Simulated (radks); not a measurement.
Results of a calculation; reference values are marked as such.
Initial-state core-level shifts of neutral tellurium when its valence configuration changes from [Kr] 4d10 5s2 5p4. Code: a radial shooting solver on a logarithmic mesh with Libxc functionals. Model: Dirac Kohn-Sham, PBE, spin-unpolarised, spherical densities, finite nucleus; open shells fill j = l - 1/2 first; Fermi nuclear charge, rms radius 4.7423 fm. Shifts are changes of the shell-averaged eigenvalues in eV (positive: less bound); the change of the density at the nucleus, which sets a Mossbauer isomer shift, is in e/bohr^3, on a base of 2.28e+05.

| valence | 3s | 3p | 4s | 4p | density at nucleus |
|---|---|---|---|---|---|
| 4d9 5s2 5p5 | -8.814 | -8.815 | -7.406 | -7.080 | +25.13 |
| 4d10 5s1 5p5 | -1.522 | -1.521 | -1.504 | -1.493 | -57.50 |
| 4d10 5s1.5 5p4.5 | -0.769 | -0.769 | -0.760 | -0.755 | -28.34 |
| 4d9 5s1.5 5p5.5 | -9.543 | -9.544 | -8.121 | -7.788 | -6.65 |
| 4d9.5 5s1 5p5.5 | -5.862 | -5.862 | -5.162 | -4.989 | -48.49 |
| 4d10 5p6 | -2.982 | -2.980 | -2.946 | -2.923 | -118.20 |
| 4d8.5 5s2 5p5.5 | -13.299 | -13.301 | -11.105 | -10.609 | +38.08 |
| 4d10 5s0.5 5p5.5 | -2.259 | -2.257 | -2.232 | -2.215 | -87.47 |
| 4d9 5s1 5p6 | -10.259 | -10.260 | -8.822 | -8.483 | -39.19 |
